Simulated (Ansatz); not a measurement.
Start from `CNBF` and change one atom or group to get `CNBCBr`.

Ansatz, PBE0-D4/def2-TZVP geometries, multiplicity 1. Each molecule was computed in one conformer, which needn't be the lowest.

Scalar relativity is left out up to krypton.

```json
{"property": "HOMO–LUMO gap (ωB97M-V/def2-TZVPP) / eV", "`CNBF`": "12.51"}
{"property": "HOMO–LUMO gap (PBE0/def2-TZVPP) / eV", "`CNBF`": "8.67"}
{"property": "LUMO energy (B3LYP/def2-TZVPP) / eV", "`CNBF`": "0.62"}
{"property": "LUMO energy (PBE/def2-TZVPP) / eV", "`CNBF`": "-0.06"}
{"property": "HOMO–LUMO gap (B3LYP/def2-TZVPP) / eV", "`CNBF`": "8.17"}
{"property": "size of the dipole moment (ωB97M-V/def2-TZVPP) / D", "`CNBF`": "2.46"}
```

**Question.** Give the same properties after the change, and the shifts. (An estimate is asked.)

**Answer.** Computed: 
```
                                          property  `CNBCBr`  shift
           HOMO–LUMO gap (ωB97M-V/def2-TZVPP) / eV     11.05  -1.46
              HOMO–LUMO gap (PBE0/def2-TZVPP) / eV      6.88  -1.79
               LUMO energy (B3LYP/def2-TZVPP) / eV     -0.81  -1.43
                 LUMO energy (PBE/def2-TZVPP) / eV     -1.53  -1.47
             HOMO–LUMO gap (B3LYP/def2-TZVPP) / eV      6.40  -1.77
size of the dipole moment (ωB97M-V/def2-TZVPP) / D      2.83   0.37
```

With PBE0 the HOMO rises by 0.32 eV and the LUMO falls by 1.47 eV, so the gap narrows by about 1.79 eV. PBE moves the HOMO by 0.23 eV and ωB97M-V by 0.43 eV. Dipoles are sizes alone; their direction can turn.

B3LYP here is the variant with VWN-RPA as its local correlation; programs differ in this.

Spin–orbit coupling is left out; it splits and shifts lone-pair levels of the heavy atoms by tenths of an eV.
